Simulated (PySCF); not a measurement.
B(H)2(Me)(py), C₆H₁₀BN, singlet (GFN2-xTB optimised geometry):

```
18

B     -2.516     0.095     0.000
H     -2.881     1.231     0.000
H     -2.882    -0.523     0.953
C     -2.897    -0.667    -1.404
H     -2.507    -0.139    -2.274
H     -3.976    -0.724    -1.512
H     -2.509    -1.685    -1.435
C      1.807    -0.015    -0.203
C      1.097    -1.024     0.432
C     -0.278    -0.929     0.512
N     -0.957     0.095     0.000
C     -0.281     1.065    -0.612
C      1.094     1.049    -0.736
H      2.882    -0.056    -0.278
H      1.604    -1.873     0.864
H     -0.871    -1.690     0.996
H     -0.877     1.873    -1.010
H      1.598     1.859    -1.239
```

Computed with PBE0/def2-SVP run with PySCF 2.14.0.

Task: What are the frontier orbital energies and the dipole moment?

Result: HOMO-2 -8.60 eV, HOMO-1 -7.27 eV, HOMO -7.04 eV, LUMO -1.87 eV, LUMO+1 -1.22 eV; dipole moment 6.35 D.

On the same geometry PBE/def2-SVP (PySCF) gives HOMO-2 -7.52 eV, HOMO-1 -5.92 eV, HOMO -5.84 eV, LUMO -2.68 eV, LUMO+1 -2.13 eV; dipole moment 5.96 D.

Meta-Löwdin charges at PBE0/def2-SVP: B1 -0.26, H2 -0.04, H3 -0.04, C4 -0.39, H5 0.07, H6 0.10, H7 0.07, C8 -0.06, C9 -0.11, C10 0.03, N11 0.05, C12 0.03, C13 -0.11, H14 0.12, H15 0.13, H16 0.14, H17 0.14, H18 0.13.
